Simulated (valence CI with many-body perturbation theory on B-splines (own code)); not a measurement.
**Forbidden lines of Sn²⁷⁺**

Level of theory: configuration interaction combined with many-body perturbation theory (CI+MBPT): five valence electrons over a frozen Dirac-Fock core [Ar], radial functions for each j: 7 s, 7 p, 8 d, 6 f, 4 g, 1 h, with the one-electron correlation potential Σ1 (screened to all orders), the two-electron term Σ2, the three-electron term Σ3, Breit, model QED; selected single and double excitations, second order for the rest, scaled by the run's own slope (own B-spline code, finite nucleus).

No measured spectrum was set against this ion. As an estimate, large intervals hold to a few tenths of a per cent, small ones and those within an open d or f shell to about a per cent. Only levels of the ground parity were solved; by the run's estimate the other parity begins above the list, which can be wrong where configurations are misplaced.

Lines 51 to 100 of 120 in falling wavelength, among levels below 540910 cm⁻¹, chosen from the decays that carry over 1 % of a level's rate. Wavelengths and rates use the calculated energies. Weak lines are less certain than strong ones. Lines between different terms over intervals too small for the method are left out, as are lines whose strength nearly cancels.

Names give the largest LS component (configuration and term), which can be under half, so a name can repeat, a term be missing and a line seem to break the LS rules; names also repeat where a configuration has a term twice. Letters in brackets count levels of one name in rising energy.

| λ vac (nm) | Upper | Lower | Type | A (s⁻¹) | Branch % |
| --- | --- | --- | --- | --- | --- |
| 121.9 | 3d5 2H_9/2 | 3d5 4D_7/2 | M1 | 8.79e+02 | 4.8 |
| 120.8 | 3d5 4F_5/2 | 3d5 2D_5/2 [a] | M1 | 5.70e+03 | 24.0 |
| 117.2 | 3d5 4G_5/2 [a] | 3d5 6S_5/2 | M1 | 7.31e+03 | 100.0 |
| 115.3 | 3d5 2G_9/2 [a] | 3d5 4G_11/2 | M1 | 2.00e+03 | 40.5 |
| 113.1 | 3d5 2S_1/2 | 3d5 4F_3/2 | M1 | 1.27e+03 | 6.2 |
| 109.8 | 3d5 2I_13/2 | 3d5 4G_11/2 | M1 | 8.87e+02 | 92.7 |
| 109.5 | 3d5 4F_3/2 | 3d5 4P_3/2 | M1 | 1.12e+04 | 46.8 |
| 107.9 | 3d5 2G_9/2 [a] | 3d5 4G_7/2 | M1 | 2.36e+03 | 47.7 |
| 106.2 | 3d5 2F_5/2 [a] | 3d5 4G_5/2 [b] | M1 | 1.23e+04 | 66.0 |
| 103.0 | 3d5 4F_7/2 | 3d5 2G_9/2 [a] | M1 | 7.30e+03 | 34.8 |
| 101.5 | 3d5 2S_1/2 | 3d5 4D_3/2 | M1 | 9.95e+02 | 4.9 |
| 101.3 | 3d5 2H_11/2 | 3d5 2I_13/2 | M1 | 3.49e+03 | 13.4 |
| 100.4 | 3d5 2D_5/2 [a] | 3d5 4G_5/2 [a] | M1 | 4.67e+03 | 34.7 |
| 97.11 | 3d5 2F_5/2 [b] | 3d5 2D_5/2 [a] | M1 | 4.91e+03 | 18.4 |
| 96.99 | 3d5 2G_9/2 [b] | 3d5 2G_9/2 [a] | M1 | 2.58e+02 | 2.4 |
| 96.98 | 3d5 2H_11/2 | 3d5 2G_9/2 [a] | M1 | 2.86e+03 | 11.0 |
| 96.13 | 3d5 2D_3/2 [a] | 3d5 2D_5/2 [a] | M1 | 3.10e+03 | 33.8 |
| 94.41 | 3d5 2F_5/2 [a] | 3d5 4P_3/2 | M1 | 1.28e+03 | 6.9 |
| 91.25 | 3d5 2F_5/2 [b] | 3d5 4D_7/2 | M1 | 5.48e+03 | 20.5 |
| 90.90 | 3d5 2F_5/2 [a] | 3d5 4G_7/2 | M1 | 2.33e+03 | 12.6 |
| 90.19 | 3d5 2F_7/2 [b] | 3d5 2D_5/2 [a] | M1 | 2.24e+03 | 12.6 |
| 89.91 | 3d5 4F_7/2 | 3d5 2F_7/2 [a] | M1 | 4.42e+03 | 21.1 |
| 85.32 | 3d5 2H_9/2 | 3d5 4G_9/2 | M1 | 9.27e+03 | 50.8 |
| 85.12 | 3d5 2F_7/2 [b] | 3d5 4D_7/2 | M1 | 6.14e+03 | 34.4 |
| 83.89 | 3d5 2G_9/2 [b] | 3d5 2I_11/2 | M1 | 1.90e+03 | 17.6 |
| 83.87 | 3d5 2H_11/2 | 3d5 2I_11/2 | M1 | 1.46e+04 | 56.0 |
| 83.75 | 3d5 2F_7/2 [a] | 3d5 4G_5/2 [a] | M1 | 5.41e+02 | 13.1 |
| 79.57 | 3d5 4F_5/2 | 3d5 4G_5/2 [b] | M1 | 3.91e+03 | 16.5 |
| 79.26 | 3d5 4G_7/2 | 3d5 6S_5/2 | M1 | 1.10e+03 | 46.6 |
| 78.39 | 3d5 2D_3/2 [b] | 3d5 4F_3/2 | M1 | 6.76e+03 | 18.8 |
| 78.09 | 3d5 2G_7/2 [a] | 3d5 4G_9/2 | M1 | 2.32e+03 | 50.0 |
| 78.03 | 3d5 2H_9/2 | 3d5 4G_11/2 | M1 | 3.67e+03 | 20.1 |
| 77.40 | 3d5 2G_7/2 [a] | 3d5 4G_5/2 [b] | M1 | 1.24e+02 | 2.7 |
| 76.77 | 3d5 4P_3/2 | 3d5 6S_5/2 | M1 | 1.36e+04 | 93.4 |
| 74.55 | 3d5 2H_9/2 | 3d5 4G_7/2 | M1 | 3.34e+03 | 18.3 |
| 73.54 | 3d5 2D_3/2 [a] | 3d5 4P_1/2 | M1 | 5.63e+02 | 6.1 |
| 73.39 | 3d5 4F_3/2 | 3d5 4G_5/2 [a] | M1 | 8.26e+03 | 34.5 |
| 72.78 | 3d5 4F_5/2 | 3d5 4P_3/2 | M1 | 6.43e+02 | 2.7 |
| 72.65 | 3d5 4F_7/2 | 3d5 4D_7/2 | M1 | 2.37e+03 | 11.3 |
| 71.92 | 3d5 2D_3/2 [b] | 3d5 4D_1/2 | M1 | 1.35e+04 | 37.6 |
| 70.68 | 3d5 4F_5/2 | 3d5 4G_7/2 | M1 | 4.89e+03 | 20.6 |
| 70.43 | 3d5 4G_5/2 [b] | 3d5 6S_5/2 | M1 | 3.65e+03 | 38.8 |
| 69.61 | 3d5 2G_9/2 [b] | 3d5 4D_7/2 | M1 | 4.10e+03 | 38.0 |
| 68.96 | 3d5 2G_7/2 [a] | 3d5 4G_7/2 | M1 | 7.14e+01 | 1.5 |
| 68.54 | 3d5 2F_5/2 [b] | 3d5 4G_5/2 [b] | M1 | 7.06e+03 | 26.4 |
| 66.28 | 3d5 2F_5/2 [a] | 3d5 4G_5/2 [a] | M1 | 1.07e+03 | 5.7 |
| 65.50 | 3d5 2F_7/2 [b] | 3d5 4G_9/2 | M1 | 6.84e+03 | 38.3 |
| 65.02 | 3d5 2F_7/2 [b] | 3d5 4G_5/2 [b] | M1 | 5.12e+02 | 2.9 |
| 63.68 | 3d5 2S_1/2 | 3d5 4P_1/2 | M1 | 4.08e+03 | 20.0 |
| 63.44 | 3d5 2F_5/2 [b] | 3d5 4P_3/2 | M1 | 1.63e+03 | 6.1 |
